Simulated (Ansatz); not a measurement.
Basis-set series for C$_{3}$HGeN$_{3}$, SMILES `N#[C][GeH]([C]#N)[C]#N`. The species carries charge 0 and has multiplicity 1. The geometry is a stationary point of PBE0-D4/def2-TZVP.

```csv
functional,basis,functions,energy (Eh),HOMO (eV),LUMO (eV)
PBE0-D4,def2-TZVPP,248,-2355.63753,-10.84,-2.06
PBE0-D4,def2-QZVPP,461,-2355.69575,-10.85,-2.09
ωB97M-V,def2-TZVPP,248,-2356.05088,-13.14,0.04
ωB97M-V,def2-QZVPP,461,-2356.10644,-13.16,0.00
```

Give the rows for def2-SVP. (An estimate is asked.)

Computed: 
| functional | basis | functions | energy (Eh) | HOMO (eV) | LUMO (eV) |
| --- | --- | --- | --- | --- | --- |
| PBE0-D4 | def2-SVP | 121 | -2355.05603 | -10.75 | -1.91 |
| ωB97M-V | def2-SVP | 121 | -2355.46036 | -13.01 | 0.25 |

Positive LUMOs are unbound and depend on the basis. Scalar relativity is left out up to krypton.
